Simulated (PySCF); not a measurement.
Atomic charges by several schemes

Species: C2H10OSi3.
Cartesian coordinates in Å at the PBE0-D3(BJ)/def2-SVP level; atoms count from 1:
```xyz
16
C2H10OSi3 angstrom
Si    -3.1530    0.1411    0.5208
C     -1.7570   -1.0643    0.8544
C     -0.4488   -0.8119    0.6668
Si     0.3365    0.7748    0.0348
O      1.9697    0.5406   -0.0043
Si     3.5280    0.0272   -0.1206
H     -4.0859   -0.4051   -0.5120
H     -3.9377    0.3928    1.7681
H     -2.5855    1.4345    0.0307
H     -2.0413   -2.0565    1.2353
H      0.2668   -1.6142    0.9061
H     -0.1429    1.1046   -1.3409
H      0.0423    1.9232    0.9420
H      3.5843   -1.4653   -0.0561
H      4.1180    0.4796   -1.4150
H      4.3270    0.5908    1.0069
```

Density: PBE0/pcSseg-1 (PySCF); schemes: Mulliken, IAO, Hirshfeld and ESP-fitted. The structure is a single PBE0-D3(BJ)/def2-SVP conformer in the gas phase; no vibrational or solvent corrections.

Task: Which atoms carry the lowest charge in the Mulliken, IAO, Hirshfeld and ESP-fitted schemes?

Result: All schemes agree: Mulliken O5 (-0.739); IAO O5 (-0.871); Hirshfeld O5 (-0.306); ESP-fitted O5 (-0.458).

Task: At which atom do the 4 schemes differ most?

Result: At Si4: from +0.396 (Hirshfeld) to +0.990 e (IAO), 0.594 e apart.

Task: What partial charge does each atom carry?

Result: In e:

```
atom           environment  Mulliken     IAO  Hirshfeld  ESP-fitted
 Si1          SiH3 silicon    +0.527  +0.586     +0.311      +0.424
  C2      alkene CH carbon    -0.400  -0.397     -0.128      -0.331
  C3      alkene CH carbon    -0.432  -0.421     -0.132      -0.267
 Si4  oxygen-bound silicon    +0.859  +0.990     +0.396      +0.641
  O5       siloxane oxygen    -0.739  -0.871     -0.306      -0.458
 Si6  oxygen-bound silicon    +0.724  +0.862     +0.391      +0.585
  H7         Si–H hydrogen    -0.078  -0.110     -0.074      -0.096
  H8         Si–H hydrogen    -0.078  -0.110     -0.074      -0.095
  H9         Si–H hydrogen    -0.091  -0.115     -0.069      -0.102
 H10      vinylic hydrogen    +0.137  +0.150     +0.045      +0.171
 H11      vinylic hydrogen    +0.137  +0.152     +0.043      +0.148
 H12         Si–H hydrogen    -0.101  -0.145     -0.082      -0.125
 H13         Si–H hydrogen    -0.100  -0.142     -0.081      -0.126
 H14         Si–H hydrogen    -0.126  -0.147     -0.083      -0.127
 H15         Si–H hydrogen    -0.119  -0.142     -0.080      -0.122
 H16         Si–H hydrogen    -0.120  -0.141     -0.080      -0.121
```

Mean size of the charges over all atoms: IAO 0.343 e, Mulliken 0.298 e, ESP-fitted 0.246 e, Hirshfeld 0.148 e. Each set sums to the total charge, 0, to within 0.001 e. The Hirshfeld scheme weights the molecular density at each point by an atom's share of the summed free-atom densities.

Task: How closely do the schemes follow one another over all atoms?

Result: Correlation coefficient and root-mean-square difference: Mulliken with IAO 1.00, 0.064 e; IAO with ESP-fitted 0.99, 0.163 e; Mulliken with ESP-fitted 0.99, 0.110 e; IAO with Hirshfeld 0.99, 0.271 e; Hirshfeld with ESP-fitted 0.99, 0.120 e; Mulliken with Hirshfeld 0.98, 0.216 e.

Task: Sum the charges by element, for elements with more than one atom.

Result: 
```
element  atoms  Mulliken     IAO  Hirshfeld  ESP-fitted
     Si      3    +2.109  +2.438     +1.098      +1.649
      C      2    -0.832  -0.818     -0.260      -0.597
      H     10    -0.539  -0.749     -0.532      -0.594
```
